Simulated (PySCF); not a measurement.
PySCF input file for C₄H₁₀O₂, SMILES CC(COC)O, PBE0/pcSseg-1. The structure is a stationary point at PBE0-D3(BJ)/def2-SVP. The values are those of a single conformer.

```python
import numpy as np
from pyscf import gto, scf, dft
from pyscf.prop.nmr import rks as nmr

mol = gto.M(
    atom='''
    C     2.52511681    0.52501159   -0.18960064
    O     1.35366163   -0.13047840    0.18552783
    C     0.24005655    0.18739352   -0.60336995
    C    -0.96169946   -0.49012988    0.03026364
    C    -2.25673605   -0.13189842   -0.66273518
    O    -1.05258027   -0.10809197    1.37714402
    H     2.41788675    1.62631343   -0.13569497
    H     3.32321282    0.21563121    0.49960565
    H     2.83139619    0.26279866   -1.22112755
    H     0.07832288    1.28550177   -0.61986539
    H     0.38106671   -0.15135304   -1.64999432
    H    -0.79707890   -1.58627886   -0.05060132
    H    -2.42855886    0.95442961   -0.61380470
    H    -2.24595825   -0.44502339   -1.71740082
    H    -3.09836005   -0.62949840   -0.16070295
    H    -0.15100704   -0.16621867    1.72086434
    ''',
    basis='pcSseg-1',
    charge=0,
    spin=0,
    max_memory=1600,
    verbose=3,
)
mf = dft.RKS(mol, xc='pbe0')
mf.grids.level = 3
mf.conv_tol = 1e-10
mf.max_cycle = 100
mf.kernel()
n = nmr.NMR(mf)
n.verbose = 2
n.max_cycle_cphf = 60
sigma = n.kernel()
print('atom   isotropic/ppm   span/ppm')
for i, s in enumerate(sigma):
    w = np.linalg.eigvalsh((s + s.T) / 2)
    print(f'{mol.atom_symbol(i):2s}{i + 1:3d} {w.mean():14.3f} {w[2] - w[0]:11.3f}')
```

Log of the run:

```
converged SCF energy = -308.487328332822
atom   isotropic/ppm   span/ppm
C   1        124.947      88.833
O   2        316.700      62.139
C   3        103.513      69.919
C   4        117.997      41.710
C   5        165.264      36.828
O   6        284.633      44.712
H   7         28.127       9.786
H   8         27.513      10.504
H   9         28.056       9.992
H  10         28.651       7.441
H  11         28.225       6.983
H  12         27.516       7.491
H  13         30.413       8.907
H  14         30.568      10.552
H  15         29.740      10.394
H  16         29.248      22.959
```

The run converged.
